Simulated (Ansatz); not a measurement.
The cluster Co₂Si₂. Charge 0, multiplicity 5. Geometry PBE-D4/def2-SVP; atoms count from 1.

```xyz
4

Co   -1.307    0.019    0.212
Co    0.226   -1.090   -0.716
Si    0.385    1.167   -0.757
Si    0.695   -0.096    1.262
```

The structure comes from a short search, and lower isomers may exist.

(1) Estimate the Mulliken populations from the PBE0/def2-TZVP orbitals of Ansatz.

(2) Where does the spin sit?

(3) And the Mayer bond orders between bonded heavy atoms (over 0.3)?

## Answers

(1) 
| atom | charge (e) | spin (α − β) | d electrons |
| --- | --- | --- | --- |
| Co1 | 0.15 | 1.99 | 7.79 |
| Co2 | 0.19 | 2.03 | 7.81 |
| Si3 | -0.17 | -0.03 | – |
| Si4 | -0.17 | 0.01 | – |
Mulliken values and Mayer orders depend strongly on the basis.

(2) Summed by element: Co 4.02, Si -0.02, of 4 unpaired in all. Largest on single atoms: Co2 2.03, Co1 1.99, Si3 -0.03.

(3) Co1–Co2 0.79 (2.11 Å); Co1–Si3 0.89 (2.26 Å); Co1–Si4 0.90 (2.26 Å); Co2–Si3 0.90 (2.26 Å); Co2–Si4 0.87 (2.26 Å); Si3–Si4 1.24 (2.40 Å).
